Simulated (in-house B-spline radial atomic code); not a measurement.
**Ho⁺: [Xe] 4f11 6s1**

Level of theory: Dirac-Kohn-Sham PBE, spherical fractional occupations, Fermi nucleus of rms radius 5.2022 fm; calculated with an all-electron radial atomic-structure program (B-spline basis).

Z_r = [3n² - l(l+1)]/(2<r>); Z_e = n√(-2ε); the last column is Slater's effective charge. Values are occupation-weighted means over j. An effective charge above Z reflects the relativistic contraction of the inner shells.

| shell | electrons | ε (eV) | <r> (bohr) | Z_r | Z_e | Slater |
| --- | --- | --- | --- | --- | --- | --- |
| 1s | 2 | -55430 | 0.02074 | 72.32 | 63.83 | 66.70 |
| 2s | 2 | -9272.1 | 0.08754 | 68.54 | 52.21 | 62.85 |
| 2p | 6 | -8254.9 | 0.07768 | 64.37 | 49.26 | 62.85 |
| 3s | 2 | -2075.8 | 0.2294 | 58.84 | 37.06 | 55.75 |
| 3p | 6 | -1761.2 | 0.2281 | 54.79 | 34.13 | 55.75 |
| 3d | 10 | -1342.9 | 0.2079 | 50.51 | 29.80 | 45.85 |
| 4s | 2 | -415.2 | 0.5188 | 46.26 | 22.10 | 39.25 |
| 4p | 6 | -310.86 | 0.5492 | 41.88 | 19.12 | 39.25 |
| 4d | 10 | -165.34 | 0.5968 | 35.19 | 13.94 | 27.85 |
| 5s | 2 | -56.841 | 1.278 | 29.35 | 10.22 | 11.90 |
| 5p | 6 | -32.643 | 1.516 | 24.08 | 7.74 | 11.90 |
| 4f | 11 | -9.6308 | 0.8509 | 21.15 | 3.37 | 17.50 |
| 6s | 1 | -8.9491 | 3.674 | 14.70 | 4.87 | 3.20 |

The least bound orbital is 6s1/2 at -8.949 eV, and it is also the most diffuse (<r> = 3.674 bohr).

Spin-orbit splittings of the orbital energies (j = l + 1/2 above j = l - 1/2 when positive): 2p 856.9 eV, 3p 179 eV, 3d 39.11 eV, 4p 40.13 eV, 4d 7.281 eV, 5p 5.014 eV, 4f 0.9778 eV.

For the 1s electron the small component carries 6.27 % of the norm, the zero-frequency Breit interaction raises the level by 175.3 eV, self-energy by 106.3 eV, and vacuum polarisation lowers it by 18.12 eV.
